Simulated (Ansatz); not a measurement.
```xyz
2

H     0.0000    0.0000   -0.3500
H     0.0000    0.0000    0.3500
```

Basis set: cc-pVDZ (spherical functions). All electrons are correlated. Charge 0, multiplicity 1.

Computed with Ansatz (development build ahead of 0.2.0); each method stands on the lowest determinant of its kind that the runs found. Restricted open shells among the atoms or ions are ROHF, correlated in semicanonical orbitals with singles.

Q: Give the atomization energy at this shape (free ground-state atoms in the same class of orbitals less the molecule, no zero-point energy) of singlet H2 by RHF-MP2, RHF.

A:

```
 method  atomization energy
RHF-MP2             4.20 eV
    RHF             3.49 eV
```
